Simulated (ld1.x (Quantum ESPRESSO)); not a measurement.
**What the settings do to the RRKJ potential of carbon (C)**

Base potential:

```
Element                 : carbon (C)
Generator               : ld1.x (Quantum ESPRESSO) 7.5
Type                    : norm-conserving RRKJ (Kleinman–Bylander form)
Functional              : PBE
Relativity              : scalar-relativistic
Frozen core             : [He]
Valence charge          : 4
Reference configuration : 2s2 2p1 (charge +1)
Partial waves           : 2s (bound): rc 1.15 bohr; 2p (bound): rc 2.25 bohr; 3d channel at 0.45 Ry: rc 2.15 bohr
Local potential         : all-electron potential smoothed inside 0.85 bohr (lloc = -2)
Core correction         : none
```

All-electron outer shells of the reference configuration (PBE, scalar-relativistic, ld1.x):

```json
{"shell": "2s", "level (eV)": "-25.76", "outermost node (bohr)": "0.38", "outermost maximum (bohr)": "1.17"}
{"shell": "2p", "level (eV)": "-17.00", "outermost node (bohr)": "–", "outermost maximum (bohr)": "1.11"}
```

Cutoffs, loose and tight: the cutoffs (Ry, on a coarse ladder) from which the occupation-weighted sum of valence levels, in a spherical-Bessel basis at the reference potential, stays within 10 and 1 mRy of its value at 400 Ry. They do not see the model core or the augmentation charge, which bear on the density cutoff. Test errors are all-electron minus pseudo excitation energies from the reference, over the configurations 2s2 2p2; 2s2 2p0; 2s1 2p0; 2s1 2p3; 2s0 2p4; 2s2 2p1.5; 2s2 2p2.3. A dash means not determined; rows that change the core or the reference have their own tests.

| change | outcome | cutoff, loose | cutoff, tight | bound ghosts | largest test error (meV) |
| --- | --- | --- | --- | --- | --- |
| base | generated | 50 Ry | 70 Ry | none | +641 |
| local potential all-electron potential smoothed inside 2.06 bohr (lloc = -2) | generated | 50 Ry | 70 Ry | none | +664 |
| reference 2s2 2p0 | generated | 55 Ry | 80 Ry | none | +1042 |
| local potential all-electron potential smoothed inside 1.35 bohr (lloc = -2) | generated | 50 Ry | 70 Ry | none | +634 |
| wave 3d channel at 0.45 Ry: rc 2.15 bohr becomes 3d channel at 0.45 Ry: rc 2.14 bohr | generated | 50 Ry | 70 Ry | none | +641 |

Task: What comes out with this change to the base: wave 2s (bound): rc 1.15 bohr becomes 2s (bound): rc 1.08 bohr?

Result: outcome: generated; cutoff, loose: 50 Ry; cutoff, tight: 80 Ry; bound ghosts: none; largest test error (meV): +640.

Task: What comes out with this change to the base: wave 2p (bound): rc 2.25 bohr becomes 2p (bound): rc 1.66 bohr?

Result: outcome: generated; cutoff, loose: 50 Ry; cutoff, tight: 70 Ry; bound ghosts: none; largest test error (meV): +313.
